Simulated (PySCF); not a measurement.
# Assignment exercise: C₆H₁₁B

Numbering as in the mapped SMILES `[CH2:1]=[CH:2][CH2:3][BH:4][CH:5]1[CH2:6][CH2:7]1` (H(Xn): hydrogen on atom n). Ha(C6), Ha(C7) are cis to B4 on the ring; Ha(C1) is cis to C3; Hb(C6), Hb(C7) are trans to B4 on the ring; Hb(C1) is trans to C3.

Level of theory: B3LYP/pcJ-1 coupling constants (spin–dipole term only in couplings to heteroatoms), coordinates at the PBE0-D3(BJ)/def2-SVP level, σ from GIAO-PBE0/pcSseg-1, in PySCF 2.14.0 with density-fitted response routines (averaged over atoms made equivalent by symmetry, fast rotation or ring inversion, no relativistic terms, one computed conformer, isolated molecule).

Referencing at the same level of theory: ¹³C and ¹H vs TMS.

(1) Assign these signals to the numbered atoms. ¹³C{¹H} NMR (computed): δ 147.6, 120.5, 39.6, 12.9, 11.2.

(2) Assign these signals to the numbered atoms. ¹H NMR (500 MHz, computed): δ 6.39 (ddt, J = 18.0, 11.5, 9.0 Hz, 1H), 6.13 (br, 1H), 5.26 (ddt, J = 11.5, 2.4, 1.5 Hz, 1H), 5.20 (ddt, J = 18.0, 2.4, 1.7 Hz, 1H), 2.38 (dt, J = 9.0, 1.6 Hz, 2H), 1.06 (m, 2H), 0.89 (m, 2H), 0.83 (m, 1H).

Results:

(1) 
147.6 → C2, alkene CH: the olefinic region
120.5 → C1, terminal =CH2 carbon: the olefinic region
39.6 → C3, allylic sp3 CH2 bonded to B
12.9 → C5, three-membered-ring carbon: carbons of three-membered rings are unusually shielded
11.2 → C6/C7, three-membered-ring carbon

C5 and C6/C7 lie closer than the usual error of such a calculation, so a measured spectrum could show them in the other order.

(2) 
```tsv
δ (ppm)	atoms	environment	reason
6.39	H(C2)	hydrogen on an alkene CH	olefinic region
6.13	H(B4)	hydrogen on a boron bonded to 2 C	–
5.26	Hb(C1)	hydrogen on a terminal =CH2 carbon	attached to an sp2 carbon and in the plane of the double bond
5.20	Ha(C1)	hydrogen on a terminal =CH2 carbon	–
2.38	H(C3)	hydrogen on an allylic sp3 CH2 bonded to B	allylic position
1.06	Hb(C6)/Hb(C7)	hydrogen on a three-membered-ring carbon	cyclopropane-type protons are shielded by the ring
0.89	Ha(C6)/Ha(C7)	hydrogen on a three-membered-ring carbon	–
0.83	H(C5)	hydrogen on a three-membered-ring carbon	–
```

Hb(C1) and Ha(C1); Ha(C6)/Ha(C7) and H(C5) lie closer than the usual error of such a calculation, so a measured spectrum could show them in the other order.

Hydrogens on boron are broadened and split by ¹¹B (spin 3/2, 80 %) and 10B (spin 3). A carbon bonded to boron is broadened by the quadrupolar boron nucleus and is often missing from a measured spectrum. Splittings below 1 Hz are ignored in the labels, and close J values are merged. Couplings among chemically equivalent protons are left out too, so labels in AA′BB′ or AA′XX′ sets are apparent multiplicities. Unscaled 3J(H,H) at this level run about 10 % above measured values. Shifts are as computed. Against solution values, carbons near 30 ppm lie about +2 ppm off and those near 130 ppm about +5 ppm. Of 1309 compounds with measured shifts, 239 miss one by over three times the rms of a fit or turn the order of signals round; such compounds aren't used in these exercises. Couplings across =CH–CH2 type bonds come from one rotamer and its mirror image, and can be 1–2 Hz further off. 3J across rotatable bonds or in flexible rings reflects this conformer alone.
